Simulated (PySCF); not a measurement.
Compound: BH9NPSi2.
Structure used (PBE0-D3(BJ)/def2-SVP), in Å, numbered top down from 1:
```
atom  x, y, z in Å
Si1   -1.7573   -1.2004    0.1185
N2    -0.4070   -0.1010    0.4521
Si3   -0.7358    1.6359    0.5804
B4     0.9074   -0.6067    0.6165
P5     2.4366    0.4385    1.1385
H6    -2.7435   -1.1554    1.2398
H7    -2.4577   -0.7648   -1.1277
H8    -1.2244   -2.5795   -0.0453
H9    -2.2195    1.7957    0.6292
H10   -0.1221    2.1790    1.8263
H11   -0.2004    2.3729   -0.6012
H12    1.1009   -1.8013    0.5358
H13    3.3519   -0.1631    0.2290
H14    2.2277    1.6282    0.3783
```

The closed-shell ground state was solved at several levels (PySCF, density fitting, gas phase, non-relativistic).

```json
{"level": "B3LYP/pcSseg-1", "basis functions": "151", "HOMO (eV)": "-6.98", "LUMO (eV)": "-0.78", "gap (eV)": "6.20", "dipole (D)": "1.49"}
{"level": "PBE0/6-31G", "basis functions": "75", "HOMO (eV)": "-6.92", "LUMO (eV)": "-0.14", "gap (eV)": "6.78", "dipole (D)": "2.15"}
{"level": "PBE0/IGLO-III", "basis functions": "292", "HOMO (eV)": "-7.19", "LUMO (eV)": "-0.69", "gap (eV)": "6.50", "dipole (D)": "1.23"}
{"level": "B97-2/pcSseg-1", "basis functions": "151", "HOMO (eV)": "-6.98", "LUMO (eV)": "-0.62", "gap (eV)": "6.36", "dipole (D)": "1.55"}
{"level": "KT2/pcSseg-1", "basis functions": "151", "HOMO (eV)": "-6.15", "LUMO (eV)": "-1.52", "gap (eV)": "4.63", "dipole (D)": "1.49"}
{"level": "CAM-B3LYP/pcSseg-1", "basis functions": "151", "HOMO (eV)": "-8.46", "LUMO (eV)": "0.52", "gap (eV)": "8.98", "dipole (D)": "1.55"}
{"level": "OPBE/pcSseg-1", "basis functions": "151", "HOMO (eV)": "-6.09", "LUMO (eV)": "-1.42", "gap (eV)": "4.67", "dipole (D)": "1.58"}
```

(1) What might PBE0/def2-SVP (127 basis functions) give for the same quantities?

(2) Over all these levels, which gives the widest orbital gap and which the narrowest?

(3) How much does the basis alone move the frontier levels among the 3 PBE0 rows (the withheld one included)?

(4) In the pcSseg-1 basis, how does the gap go with the fixed share of exact exchange?

(5) How far do the dipole and the HOMO energy spread over the levels?

Answers

(1) HOMO -7.12 eV, LUMO -0.53 eV, gap 6.59 eV, dipole 1.45 D.

(2) CAM-B3LYP/pcSseg-1 (range-separated hybrid) has the widest, 8.98 eV, and KT2/pcSseg-1 (GGA) the narrowest, 4.63 eV. The two share the basis. From the narrowest to the widest the HOMO moves by -2.31 eV and the LUMO by +2.04 eV.

(3) The HOMO by 0.27 eV and the LUMO by 0.55 eV. By rising basis size (HOMO, LUMO in eV): 6-31G -6.92, -0.14; def2-SVP -7.12, -0.53; IGLO-III -7.19, -0.69.

(4) KT2 (0 %) 4.63 eV; OPBE (0 %) 4.67 eV; B3LYP (20 %) 6.20 eV; B97-2 (21 %) 6.36 eV. Each rise in the share widens the gap here.

(5) The dipole runs from 1.23 to 2.15 D (mean 1.56 D) and the HOMO from -8.46 to -6.09 eV.

One conformer stands for the species.
